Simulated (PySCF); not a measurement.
**V+: ionisation energy**

V+ [Ar] 3d4 (5D) → V(2+) [Ar] 3d3 (4F), as a difference of total energies. Calculation: PySCF 2.14, in dyall-av2z (16s12p7d2f, 101 functions); no relativity, point nucleus. Correlated levels: valence: [Ar] frozen; virtual orbitals above 40 to 60 times the deepest correlated orbital energy dropped. The calculations carry no spin-orbit coupling.

| method | ionisation energy (eV) |
| --- | --- |
| UHF | 13.280 |
| MP2 (valence) | 13.981 |
| SCS-MP2 (valence) | 13.514 |
| CCSD (valence) | 14.065 |
| CCSD(T) (valence) | 14.084 |

Q: How much does correlation contribute at CCSD(T) (valence)?

A: 14.084 − (13.280) = 0.804 eV, measured against UHF.

A first-order spin-orbit estimate (lowest level to lowest level, LS coupling) adds -0.017 eV.

These non-relativistic numbers lack the scalar-relativistic shift.

Errors of the correlated levels include the incompleteness of this basis and the frozen core.

For comparison: 14.634 ± 0.007 eV (measured; NIST Atomic Spectra Database, ionization energies).
